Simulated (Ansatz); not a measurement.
`[CH3][SbH][SeH]` + NH₃ → `[CH3][SbH][NH2]` + H₂Se at 298.15 K and 1 bar (ligand exchange at the Sb–Se bond).

Isolated molecules relaxed with PBE0-D4/def2-TZVP in Ansatz; ΔE leaves out vibrations. CCSD(T)/CBS adds triple-zeta CCSD(T) − MP2 to the extrapolated MP2 energy (def2 sets, frozen cores). This one scheme is used for every species. Elements past krypton have def2 core potentials. For Sb, Se outer-core shells are correlated without core-valence functions, which leaves a few kJ/mol of doubt a bond. Scalar relativity is left out up to krypton. One conformer a species, not always the lowest.

```json
{"species": "`[CH3][SbH][SeH]`", "CCSD(T)/CBS energy (Eh)": "-2681.79999", "H − E (kJ/mol)": "153.6", "S (J/(mol·K))": "347.3"}
{"species": "NH₃", "CCSD(T)/CBS energy (Eh)": "-56.50880", "H − E (kJ/mol)": "100.5", "S (J/(mol·K))": "192.4"}
{"species": "`[CH3][SbH][NH2]`", "CCSD(T)/CBS energy (Eh)": "-336.37630", "H − E (kJ/mol)": "197.8", "S (J/(mol·K))": "320.7"}
{"species": "H₂Se", "CCSD(T)/CBS energy (Eh)": "-2401.89790", "H − E (kJ/mol)": "45.8", "S (J/(mol·K))": "219.1"}
```

H − E and S are ideal-gas, rigid-rotor, harmonic terms from PBE0-D4/def2-TZVP, for one conformer and one mirror image of each species. 1 Eh = 2625.50 kJ/mol, R = 8.31446 J/(mol·K).

Question: By hand: ΔE, ΔH, ΔS and ΔG.

Answer: ΔE = (-336.37630) + (-2401.89790) − (-2681.79999) − (-56.50880) = 0.03459 Eh = 90.8 kJ/mol. Δ(H − E) = 197.8 + 45.8 − 153.6 − 100.5 = -10.5, so ΔH = 80.3 kJ/mol. ΔS = 320.7 + 219.1 − 347.3 − 192.4 = 0.1 J/(mol·K). ΔG = 80.3 − 298.15 × (0.1)/1000 = 80.3 kJ/mol.

Question: By hand: the equilibrium constant, and the temperature at which ΔG would vanish if ΔH and ΔS stayed fixed.

Answer: log₁₀ K = −ΔG/(RT ln 10) = -14.1. ΔG = 0 at ΔH/ΔS = 803000 K, far beyond where these terms or the molecules hold.

The number of gas molecules stays the same, so ΔS is small and ΔH decides. A doubt of 5 kJ/mol in ΔE shifts log₁₀ K by 0.9 here. Other conformers and mirror images would add mixing entropy, several J/(mol·K) or more a flexible species. These are equilibria of isolated gas molecules and say nothing of rates. Largest T1 diagnostic: 0.012 (customary marks: 0.02 for closed shells, 0.045 for open ones).
